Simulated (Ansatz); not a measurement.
C2H9NOSi can be A, `COC(N)[SiH3]`, or B, `OCCN[SiH3]`.

Gas-phase electronic energies from Ansatz, PBE0-D4/def2-TZVP geometries. CBS: MP2 limit from def2 TZ/QZ plus the TZ coupled-cluster correction, frozen cores. DFT in def2-TZVPP. B3LYP here is the variant with VWN-RPA as its local correlation; programs differ in this. One conformer a species, not always the lowest.

A:

```xyz
14

C     1.6868    0.6474   -1.1238
O     0.6165   -0.2393   -0.8955
C    -0.0315   -0.0353    0.3382
N    -0.6760    1.2587    0.3970
Si   -1.2267   -1.5022    0.5434
H     2.0906    0.4164   -2.1095
H     1.3523    1.6882   -1.0978
H     2.4762    0.5078   -0.3718
H     0.7136   -0.0541    1.1509
H    -1.6148    1.2578    0.0214
H    -0.6845    1.6521    1.3259
H    -0.5601   -2.8197    0.3786
H    -2.3150   -1.3538   -0.4609
H    -1.8272   -1.4240    1.9040
```

B:

```xyz
14

O     0.932    0.161   -2.240
C     1.294    0.749   -1.004
C     0.713   -0.011    0.169
N    -0.726   -0.066    0.079
Si   -1.762   -0.420    1.398
H     1.385   -0.683   -2.316
H     2.385    0.822   -0.902
H     0.883    1.760   -1.025
H     1.002    0.496    1.097
H     1.175   -1.013    0.205
H    -1.037   -0.270   -0.860
H    -3.160   -0.241    0.931
H    -1.453    0.517    2.513
H    -1.630   -1.802    1.954
```

(1) Which is lower in electronic energy at CCSD(T)/CBS, and by how much? (Estimate.)

(2) Give E(B) − E(A) in kcal/mol with HF/def2-TZVPP, B2PLYP, r2SCAN-D4, ωB97M-V, CCSD/def2-TZVPP, B3LYP, PBE-D4. (An estimate is asked.)

Largest T1 diagnostic: 0.012.

Results:

(1) Ansatz gave: B, by 23.7 kcal/mol.

(2) Ansatz gave: HF/def2-TZVPP -25.6, B2PLYP -23.1, r2SCAN-D4 -22.0, ωB97M-V -22.7, CCSD/def2-TZVPP -24.0, B3LYP -22.2, PBE-D4 -20.1. None reverses the order clearly.

In def2-TZVPP, CCSD(T) changes the Hartree–Fock value by +2.3 kcal/mol (the triples alone add +0.7 kcal/mol) and MP2 by +0.9 kcal/mol. From PBE to PBE0 (25 % exact exchange), in def2-TZVPP and without D4, E(B) − E(A) moves by −2.0 kcal/mol.
